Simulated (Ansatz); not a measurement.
Calculation: frozen-core CCSD(T)/cc-pVTZ // PBE0-D3(BJ)/def2-TZVP (Ansatz, a quantum-chemistry and plane-wave program). The restricted HF reference is unstable towards unrestricted orbitals.

Ansatz 0.2 input:
```yaml
crystal:
  periodic: [false, false, false]
  atoms:
    - { symbol: C, position_ang: [1.529763, 0.087624, 0.035259] }
    - { symbol: C, position_ang: [0.329955, 0.04132, -0.013972] }
    - { symbol: C, position_ang: [-1.109881, -0.06164, -0.027436] }
    - { symbol: O, position_ang: [-1.823537, 0.606613, -0.727185] }
    - { symbol: H, position_ang: [2.593442, 0.143444, 0.064663] }
    - { symbol: H, position_ang: [-1.519744, -0.817363, 0.668673] }
basis:
  gaussian: { orbitals: cc-pVTZ }
correlation:
  method: ccsd_t
```

Output:

```
Functional definition: HF
867 factors; integrals over basis functions are off by at most 9.3e-4 eV
mean field evaluation 1: about -5156.4662 eV, gradient 3.7e1 eV
mean field evaluation 2: about -5156.4716 eV, gradient 3.7e1 eV
mean field evaluation 4: about -5159.4944 eV, gradient 4.4e0 eV
mean field evaluation 8: about -5159.5657 eV, gradient 5.7e-1 eV
mean field evaluation 16: about -5158.4046 eV, gradient 2.6e1 eV
mean field -5159.56795599 eV, -189.6106251019 hartree, gradient 7.2e-6 eV, S^2 0.000000; 0 other end points of the search recorded, 0 dependent functions left out; unrestricted orbitals would lower it
4 core orbitals not correlated
reference -5159.56795599 eV, -189.6106251019 hartree; 10, 10 occupied and 134, 134 virtual orbitals, 867 factors
second order -18.56367115 eV of doubles, -0.00000000 eV of singles
cycle   1  -18.13384287 eV  change    4.3e-1 eV  update   1.1e-1
cycle   2  -18.69166707 eV  change   -5.6e-1 eV  update   3.8e-2
cycle   3  -18.83251923 eV  change   -1.4e-1 eV  update   1.9e-2
cycle   4  -18.82690994 eV  change    5.6e-3 eV  update   5.7e-3
cycle   5  -18.82803173 eV  change   -1.1e-3 eV  update   2.6e-3
cycle   6  -18.83005168 eV  change   -2.0e-3 eV  update   8.0e-4
cycle   7  -18.83000431 eV  change    4.7e-5 eV  update   3.5e-4
cycle   8  -18.82983698 eV  change    1.7e-4 eV  update   1.1e-4
cycle   9  -18.82984513 eV  change   -8.2e-6 eV  update   4.8e-5
cycle  10  -18.82983836 eV  change    6.8e-6 eV  update   1.8e-5
perturbative correction -0.95248965 eV, -0.0350033490 hartree
Total energy: -5179.35028400 eV, -190.3376122473 hartree
```

Cost: very roughly 25 core-seconds.
